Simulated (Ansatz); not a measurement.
Ansatz (a quantum-chemistry and plane-wave program) input:

Ansatz 0.2 input:
```yaml
crystal:
  periodic: [false, false, false]
  atoms:
    - {symbol: B, position_ang: [0.26587793, -0.29169300, 0.52924554]}
    - {symbol: F, position_ang: [0.91071220, 0.07456891, -0.64518997]}
    - {symbol: F, position_ang: [-1.05842216, 0.08748276, 0.35116467]}
basis:
  gaussian:
    orbitals: def2-TZVPD
hamiltonian:
  xc: {name: HSE06}
total_charge: -1
output: {forces: true}
```

Task: Which total energy does the run end on?

Result: -224.46994 Eh (HSE06/def2-TZVPD). The basis has 117 functions.
